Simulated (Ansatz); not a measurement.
`N=[C]([AlH2])[SiH3]` + `[OH][AlH2]` → `[AlH2][O][AlH2]` + `N=C[SiH3]` at 700 K and 1 bar (ligand exchange at the Al–C bond).

Isolated molecules relaxed with PBE0-D4/def2-TZVP in Ansatz; ΔE leaves out vibrations. CBS: MP2 limit from def2 TZ/QZ plus the TZ coupled-cluster correction, frozen cores. This one scheme is used for every species. Each species was taken in one conformer, which may not be the lowest.

| species | CCSD(T)/CBS energy (Eh) | H − E (kJ/mol) | S (J/(mol·K)) |
| --- | --- | --- | --- |
| `N=[C]([AlH2])[SiH3]` | -627.39428 | 232.9 | 465.1 |
| `[OH][AlH2]` | -319.03157 | 111.2 | 312.7 |
| `[AlH2][O][AlH2]` | -561.69291 | 143.7 | 397.8 |
| `N=C[SiH3]` | -384.79808 | 200.5 | 369.9 |

H − E and S are ideal-gas, rigid-rotor, harmonic terms from PBE0-D4/def2-TZVP, for one conformer and one mirror image of each species. 1 Eh = 2625.50 kJ/mol, R = 8.31446 J/(mol·K).

Problem. By hand: ΔE, ΔH, ΔS and ΔG.

Solution. ΔE = (-561.69291) + (-384.79808) − (-627.39428) − (-319.03157) = -0.06514 Eh = -171.0 kJ/mol. Δ(H − E) = 143.7 + 200.5 − 232.9 − 111.2 = 0.1, so ΔH = -170.9 kJ/mol. ΔS = 397.8 + 369.9 − 465.1 − 312.7 = -10.1 J/(mol·K). ΔG = -170.9 − 700 × (-10.1)/1000 = -163.8 kJ/mol.

Problem. By hand: the equilibrium constant, and the temperature at which ΔG would vanish if ΔH and ΔS stayed fixed.

Solution. log₁₀ K = −ΔG/(RT ln 10) = 12.2. ΔG = 0 at ΔH/ΔS = 16921 K, far beyond where these terms or the molecules hold.

The number of gas molecules stays the same, so ΔS is small and ΔH decides. A doubt of 5 kJ/mol in ΔE shifts log₁₀ K by 0.4 here. Other conformers and mirror images would add mixing entropy, several J/(mol·K) or more a flexible species. These are equilibria of isolated gas molecules and say nothing of rates. Largest T1 diagnostic: 0.013 (customary marks: 0.02 for closed shells, 0.045 for open ones).
